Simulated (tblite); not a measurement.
C₇H₆F (doublet state).
SMILES: `C#C[C@@H]1[CH][C@]12C[C@@H]2F`

Computed geometry: GFN2-xTB, gas phase. This method treats the open shell by occupation alone, without spin polarisation.

Take the most abundant isotopes and a rigid rotor. 

(1) Give the principal moments of inertia and the rotational constants in MHz.

(2) What kind of rotor is it?

(3) What does the inertial defect say?

Answers

(1) Ia = 126.72, Ib = 373.57, Ic = 400.36 u·Å²; 505379 MHz·u·Å²/I gives A = 3988, B = 1353, C = 1262 MHz.

(2) A near-prolate asymmetric top; Ray's κ = -0.934.

(3) Not planar: Δ = Ic − Ia − Ib = -99.93 u·Å². For a rigid frame Δ = −2 Σ m c², so Σ m c² = 49.96 u·Å² lies off the ab plane: 11.40 from hydrogen and 38.57 from heavier atoms. The atom farthest from that plane is 2.16 Å away.

For this open shell read J as N, the rotation without spin; fine and hyperfine splittings come on top. Its GFN2-xTB frequencies are all real (lowest 87 cm⁻¹). These are rigid-rotor constants of the computed structure; measured ground-state constants (B0) also hold zero-point vibration.
